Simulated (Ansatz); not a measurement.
`[SiH3]C#[C][GeH3]` + `[CH3][SbH][OH]` → `[OH][SbH][CH2][SiH3]` + `C#[C][GeH3]`  (formal exchange of groups at the Si–C bond)

Calculated with Ansatz (gas phase, PBE0-D4/def2-TZVP geometries, no zero-point term in ΔE). CBS: MP2 limit from def2 TZ/QZ plus the TZ coupled-cluster correction, frozen cores. DFT in def2-TZVPP. def2 core potentials past Kr. For Ge, Sb outer-core shells are correlated without core-valence functions, which leaves a few kJ/mol of doubt a bond. Scalar relativity is left out up to krypton. One conformer a species, not always the lowest.

`[SiH3]C#[C][GeH3]`:

Cartesian coordinates in Å:
```
Si 0.415 1.120 -2.150
C 0.112 0.288 -0.557
C -0.092 -0.264 0.504
Ge -0.418 -1.129 2.166
H 1.503 2.115 -1.987
H 0.810 0.113 -3.165
H -0.825 1.808 -2.589
H 0.641 -0.667 3.173
H -0.327 -2.644 1.955
H -1.819 -0.740 2.650
```

`[CH3][SbH][OH]`:

Z-matrix (Å, degrees):
```
C
Sb 1 2.142
H 1 1.090 2 109.7
H 1 1.091 2 110.0 3 120.4
H 1 1.090 2 108.1 3 -119.7
O 2 1.977 1 93.0 3 83.6
H 2 1.720 1 92.6 3 178.5
H 6 0.960 2 110.4 1 -143.6
```

`[OH][SbH][CH2][SiH3]`:

Z-matrix (Å, degrees):
```
C
Sb 1 2.154
Si 1 1.875 2 113.8
H 1 1.093 2 108.4 3 122.8
H 1 1.094 2 107.3 3 -121.3
O 2 1.979 1 95.0 3 -13.7
H 2 1.714 1 92.5 3 79.1
H 3 1.484 1 111.3 2 69.9
H 3 1.484 1 111.1 2 -53.2
H 3 1.492 1 108.6 2 -171.9
H 6 0.960 2 110.9 1 -123.0
```

`C#[C][GeH3]`:

Cartesian coordinates in Å:
```
C 1.832 -0.089 -0.807
C 0.730 -0.036 -0.322
Ge -1.006 0.049 0.443
H 2.807 -0.135 -1.236
H -2.004 0.453 -0.649
H -1.363 -1.333 1.003
H -0.997 1.091 1.566
```

CCSD(T)/CBS gives +30.5 kJ/mol.

(1) Another level gave +34.4 kJ/mol. Which?
A. LDA (SPW92)/def2-TZVPP
B. BLYP/def2-TZVPP
C. BLYP-D4/def2-TZVPP
D. BHLYP/def2-TZVPP

Largest T1 diagnostic among the species: 0.014.

## Answers

(1) C. BLYP-D4 34.4, LDA (SPW92) 27.6, BHLYP 39.6, BLYP 43.8 kJ/mol.

In def2-TZVPP, CCSD(T) changes the Hartree–Fock value by −12.3 kJ/mol (the triples alone add −1.1 kJ/mol) and MP2 by −11.7 kJ/mol. From BLYP to BHLYP (50 % exact exchange), in def2-TZVPP and without D4, ΔE moves by −4.2 kJ/mol. The D4 term adds −7.5 kJ/mol with B3LYP and −4.0 kJ/mol with PBE0; it sums over pairs of atoms, weighted by their polarisabilities, and B3LYP, whose exchange is more repulsive, gets the larger term.

B3LYP here is the variant with VWN-RPA as its local correlation; programs differ in this.
